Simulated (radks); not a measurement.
Spherical jellium clusters: N electrons in a uniform positive sphere of charge N and radius rs N^(1/3), rs = 2.33 bohr. Calculated with a radial shooting solver with Libxc functionals: non-relativistic Kohn-Sham, PBE, spin-polarised, spherical densities. Levels are named by radial order and angular momentum (1s, 1p, 1d, 2s, ...), and open shells are averaged over m.

N = 14, configuration 1s2 1p6 1d(up 5, down 0) 2s(up 1, down 0). This is the lowest configuration that the search found. Occupied and some empty levels:

| level | occupation | eigenvalue (eV) | <r> (bohr) |
|---|---|---|---|
| 1s up | 1 | -10.047 | 3.587 |
| 1s down | 1 | -9.1853 | 3.499 |
| 1p up | 3 | -7.3156 | 4.454 |
| 1p down | 3 | -6.3098 | 4.325 |
| 1d up | 5 | -4.1900 | 5.207 |
| 2s up | 1 | -3.4683 | 5.010 |
| 1d down | 0 | -3.0090 | 5.184 |
| 2s down | 0 | -2.3027 | 5.460 |
| 1f up | 0 | -0.96358 | 6.360 |
| 2p up | 0 | -0.94954 | 8.165 |

Energy (eV): total -11.3904, kinetic 63.000, external -1085.8, Hartree 520.16, exchange-correlation -78.573, background 569.85.

Electron density:

| r (bohr) | n(r) (e/bohr^3) |
|---|---|
| 0.441 | 0.01964 |
| 0.931 | 0.01935 |
| 1.42 | 0.01912 |
| 1.91 | 0.01914 |
| 2.40 | 0.01937 |
| 2.90 | 0.01952 |
| 3.38 | 0.01912 |
| 3.88 | 0.01774 |
| 4.37 | 0.01526 |
| 4.86 | 0.01197 |
| 5.35 | 0.008508 |
| 5.84 | 0.005511 |
| 6.33 | 0.003326 |
| 6.82 | 0.001917 |
| 7.31 | 0.001075 |
| 7.80 | 0.0005944 |
| 8.29 | 0.0003279 |
| 8.78 | 0.0001809 |
| 9.28 | 0.0001001 |
| 9.77 | 0.00005554 |
